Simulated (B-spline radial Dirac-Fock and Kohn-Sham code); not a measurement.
Internal conversion coefficients of Sr at 55 keV

Z = 38 (strontium), transition energy 55 keV. Level of theory: a Dirac-Hartree-Slater potential of the neutral atom with a Latter tail (no hole, which puts coefficients of high multipoles low close above an edge), finite nucleus with surface currents; a radial B-spline solver. Subshells that would emit electrons below 1 keV are left out.

Input file task.json (cfg lists n, l and occupation; rrms is the nuclear radius in fm):

```json
{"items": [{
  "Z": 38,
  "q": 0,
  "cfg": [[1, 0, 2], [2, 0, 2], [2, 1, 6], [3, 0, 2], [3, 1, 6], [3, 2, 10], [4, 0, 2], [4, 1, 6], [5, 0, 2]],
  "A": 88,
  "rrms": 4.224,
  "do": "conversion",
  "gamma": [55.0],
  "edges": {"K": 16105.0, "L1": 2216.0, "L2": 2007.0, "L3": 1940.0, "M1": 358.7, "M2": 280.3, "M3": 270.0, "M4": 136.0, "M5": 134.2}
}]}
```

Command: `python xray2_run.py task.json out`

```
subshell  electron energy (keV)    E4        M1        M2      M3    M4
       K                  38.90   739     0.777      13.2     173  2180
      L1                  52.78  45.4    0.0835      1.80    32.3   566
      L2                  52.99   932   0.00511     0.188    5.18   126
      L3                  53.06  1280   0.00176     0.302    22.3   871
      M1                  54.64  7.51    0.0143     0.317    5.89   107
      M2                  54.72   168  0.000896    0.0334   0.934  23.1
      M3                  54.73   230  0.000306    0.0538    4.09   165
      M4                  54.86  5.89  4.42e-06  0.000347  0.0329  1.89
      M5                  54.87  7.30  3.61e-06  7.61e-05  0.0178  2.75
   total                         3470     0.885      15.9     245  4090
```

Question: For a pure M1 transition, what fraction of decays emits a photon?

Answer: 1/(1 + α) = 0.530 with the total α = 0.885; the total includes the outer subshells that are not listed.

Values without a named source are computed, but for edge energies of neutral atoms, which are taken from tables.
